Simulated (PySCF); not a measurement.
Molfile (atoms numbered from 1):
```
C6H7F3
     RDKit          3D

 16 15  0  0  0  0  0  0  0  0999 V2000
   -0.0177   -1.0696    1.7737 C   0  0  0  0  0  0  0  0  0  0  0  0
   -0.2514   -0.2688    0.7335 C   0  0  0  0  0  0  0  0  0  0  0  0
   -1.4945   -0.3978   -0.0118 C   0  0  0  0  0  0  0  0  0  0  0  0
   -1.9289    0.2966   -1.0580 C   0  0  0  0  0  0  0  0  0  0  0  0
   -1.2455    1.2873   -1.6565 F   0  0  0  0  0  0  0  0  0  0  0  0
    0.7695    0.7555    0.3126 C   0  0  0  0  0  0  0  0  0  0  0  0
    1.5639    0.2629   -0.8907 C   0  0  0  0  0  0  0  0  0  0  0  0
    2.4809    1.1880   -1.2647 F   0  0  0  0  0  0  0  0  0  0  0  0
    2.2694   -0.8533   -0.5747 F   0  0  0  0  0  0  0  0  0  0  0  0
    0.8922   -1.0041    2.3439 H   0  0  0  0  0  0  0  0  0  0  0  0
   -0.7265   -1.8186    2.0820 H   0  0  0  0  0  0  0  0  0  0  0  0
   -2.1646   -1.1661    0.3460 H   0  0  0  0  0  0  0  0  0  0  0  0
   -2.8812    0.1354   -1.5412 H   0  0  0  0  0  0  0  0  0  0  0  0
    0.3027    1.7017    0.0393 H   0  0  0  0  0  0  0  0  0  0  0  0
    1.4767    0.9335    1.1246 H   0  0  0  0  0  0  0  0  0  0  0  0
    0.9473    0.0265   -1.7695 H   0  0  0  0  0  0  0  0  0  0  0  0
  1  2  2  0
  2  3  1  0
  3  4  2  0
  4  5  1  0
  2  6  1  0
  6  7  1  0
  7  8  1  0
  7  9  1  0
  1 10  1  0
  1 11  1  0
  3 12  1  0
  4 13  1  0
  6 14  1  0
  6 15  1  0
  7 16  1  0
M  END
```

Geometry: GFN2-xTB; GIAO absolute shieldings from PySCF 2.14, gas phase, non-relativistic, averaged over equivalent atoms.

At wB97X-D/6-31G* (140 basis functions, roughly 70 core-seconds):
| atoms | σ (ppm) |
| --- | --- |
| C4 | 52.6 |
| C2 | 65.8 |
| C1 | 77.3 |
| C7 | 81.9 |
| C3 | 87.6 |
| C6 | 154.4 |
| F5 | 318.8 |
| F8/F9 | 328.7 |
| H13 | 25.85 |
| H16 | 26.11 |
| H12 | 27.29 |
| H10 | 27.35 |
| H11 | 27.40 |
| H14/H15 | 29.58 |

Task: Predict the values at PBE0/pcSseg-1 on the same geometry.

Result: 
```
  atoms  σ at PBE0/pcSseg-1  change
     C4                29.7   -22.9
     C2                43.6   -22.2
     C1                56.9   -20.4
     C7                65.3   -16.6
     C3                67.4   -20.2
     C6               141.5   -12.9
     F5               296.7   -22.1
  F8/F9               306.6   -22.1
    H13               24.92   -0.93
    H16               25.47   -0.64
    H12               26.18   -1.11
    H10               26.29   -1.06
    H11               26.24   -1.16
H14/H15               28.67   -0.91
```

The largest change is at C4 (alkene CH). Cost: 188 basis functions, of the order of 70 core-seconds. The order of the carbon signals is the same at both levels.
